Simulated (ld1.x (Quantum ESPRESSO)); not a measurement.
## What the settings do to the TM potential of rhodium (Rh)

Base potential:

Rh, norm-conserving Troullier–Martins (Kleinman–Bylander form), made with ld1.x (Quantum ESPRESSO) 7.5 (PBE, scalar-relativistic). Core [Ar] 3d10 4s2, reference 4p6 4d6 5s0 5p0 (charge +3). Waves: 4p (bound): rc 1.40 bohr; 4d (bound): rc 1.65 bohr; 5s (bound, empty): rc 2.35 bohr. Local part: the s channel. Core correction: a·sin(br)/r model core inside 0.80 bohr.

All-electron outer shells of the reference configuration (PBE, scalar-relativistic, ld1.x):

| shell | level (eV) | outermost node (bohr) | outermost maximum (bohr) |
| --- | --- | --- | --- |
| 4s | -118.54 | 0.47 | 0.88 |
| 4p | -86.07 | 0.47 | 0.94 |
| 4d | -39.51 | 0.46 | 1.11 |
| 5s | -29.68 | 1.16 | 2.24 |
| 5p | -22.63 | 1.29 | 2.60 |

Cutoffs, loose and tight: the cutoffs (Ry, on a coarse ladder) from which the occupation-weighted sum of valence levels, in a spherical-Bessel basis at the reference potential, stays within 10 and 1 mRy of its value at 400 Ry. They do not see the model core or the augmentation charge, which bear on the density cutoff. Test errors are all-electron minus pseudo excitation energies from the reference, over the configurations 4p6 4d8 5s1 5p0; 4p6 4d8 5s0 5p0; 4p6 4d7 5s0 5p0; 4p6 4d5 5s0 5p0; 4p6 4d8.5 5s0.5 5p0; 4p6 4d8 5s0.5 5p0; 4p6 4d7 5s1 5p0. A dash means not determined; rows that change the core or the reference have their own tests. The largest error is taken over the tests solved by every variant that gives reliable tests at all: 4p6 4d5 5s0 5p0; 4p6 4d7 5s0 5p0; 4p6 4d7 5s1 5p0; 4p6 4d8 5s0 5p0; 4p6 4d8 5s0.5 5p0; 4p6 4d8 5s1 5p0.

| change | outcome | cutoff, loose | cutoff, tight | bound ghosts | largest test error (meV) |
| --- | --- | --- | --- | --- | --- |
| base | generated | 70 Ry | 110 Ry | none | -443 |
| wave 4p (bound): rc 1.40 bohr becomes 4p (bound): rc 1.04 bohr | generated | 140 Ry | 180 Ry | none | -445 |
| wave 4p (bound): rc 1.40 bohr becomes 4p (bound): rc 1.18 bohr | generated | 120 Ry | 160 Ry | none | -445 |
| wave 4p (bound): rc 1.40 bohr becomes 4p (bound): rc 1.32 bohr | generated | 80 Ry | 140 Ry | none | -444 |
| wave 4p (bound): rc 1.40 bohr becomes 4p (bound): rc 1.46 bohr | generated | 70 Ry | 110 Ry | none | -443 |
| wave 4p (bound): rc 1.40 bohr becomes 4p (bound): rc 1.66 bohr | generated | 60 Ry | 70 Ry | none | -440 |
| wave 4p (bound): rc 1.40 bohr becomes 4p (bound): rc 1.82 bohr | generated | 60 Ry | 80 Ry | none | -438 |
| wave 4p (bound): rc 1.40 bohr becomes 4p (bound): rc 1.92 bohr | generated | 60 Ry | 80 Ry | none | -438 |
| wave 4p (bound): rc 1.40 bohr becomes 4p (bound): rc 2.12 bohr | generated | 55 Ry | 80 Ry | none | -439 |

**Question.** What comes out with this change to the base: wave 4p (bound): rc 1.40 bohr becomes 4p (bound): rc 0.92 bohr?

**Answer.** outcome: generated; cutoff, loose: 160 Ry; cutoff, tight: 260 Ry; bound ghosts: none; largest test error (meV): -445.

Reading the sweep of the p radius (base included, trends over the rows without a ghost): The loose cutoff falls from 160 Ry at 0.92 to 55 Ry at 2.12 bohr. A larger radius leaves more room for a smooth pseudo-wave, so fewer plane waves are needed; a smaller one forces it to follow the all-electron wave where it bends sharply. The median size of the test errors (rows with all tests solved) stays near 333.4 meV.
